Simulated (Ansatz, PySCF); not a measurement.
Gas-phase reaction (SMILES): [AsH3] (AsH3) → [AsH2-] + H+; deprotonation at the site shown.

Geometries: B3LYP-D3(BJ)/def2-TZVP minima from Ansatz (an electronic-structure program). Cores are frozen in the correlated levels unless marked. No spin-orbit coupling. Frozen are the shells of the preceding noble gas and the d and f shells that filled before the atom's block. Non-relativistic. CBS(X,Y): correlation extrapolated as X^-3; Hartree-Fock from the larger set. Anions need diffuse functions, of which def2-TZVPD holds fewer than the aug- sets. Thermal terms are rigid-rotor harmonic-oscillator values from B3LYP-D3(BJ) frequencies (PySCF) at 298.15 K and 1 atm. 1 Eh = 627.5095 kcal/mol. The proton has no electrons: its energy is zero and its thermal terms are those of translation.

```json
[
 {"species": "[AsH3] (AsH3)", "E, CCSD(T)/CBS(aug-cc-pVTZ,aug-cc-pVQZ) (Ansatz) (Eh)": "-2236.18343", "E, PBE/def2-TZVPD (Ansatz) (Eh)": "-2237.31730", "H - E (Eh)": "0.02560", "G - E (Eh)": "0.00029"},
 {"species": "[AsH2-]", "E, CCSD(T)/CBS(aug-cc-pVTZ,aug-cc-pVQZ) (Ansatz) (Eh)": "-2235.60484", "E, PBE/def2-TZVPD (Ansatz) (Eh)": "-2236.73002", "H - E (Eh)": "0.01523", "G - E (Eh)": "-0.00973"},
 {"species": "H+", "E, CCSD(T)/CBS(aug-cc-pVTZ,aug-cc-pVQZ) (Ansatz) (Eh)": "0.00000", "E, PBE/def2-TZVPD (Ansatz) (Eh)": "0.00000", "H - E (Eh)": "0.00236", "G - E (Eh)": "-0.01000"}
]
```

Question: Work out ΔE and ΔH, ΔG, ΔS and the equilibrium constant at 298.15 K at the first level, then ΔH at the second.

Answer: 
1. ΔE = [(-2235.60484) + (0.00000)] - [(-2236.18343)] = 0.57859 Eh = 363.1 kcal/mol at CCSD(T)/CBS(aug-cc-pVTZ,aug-cc-pVQZ).
2. The terms H - E add up to -0.00801 Eh, so ΔH = (0.57859 + (-0.00801))×627.5095 = 358.0 kcal/mol.
3. The terms G - E add up to -0.02002 Eh, so ΔG = 350.5 kcal/mol, and ΔS = (-0.00801 - (-0.02002))×627509.5/298.15 = 25.3 cal/(mol K).
4. log10 K = -ΔG/(RT ln 10) = -256.9, with RT ln 10 = 1.3642 kcal/mol.
5. At PBE/def2-TZVPD the same steps give ΔE = 368.5 and ΔH = 363.5 kcal/mol, a shift of +5.5 from the first level.
6. These values are not checked against measurement here, since the tables used lack a sound gas-phase enthalpy of formation for at least one species, or one in the same ion convention.
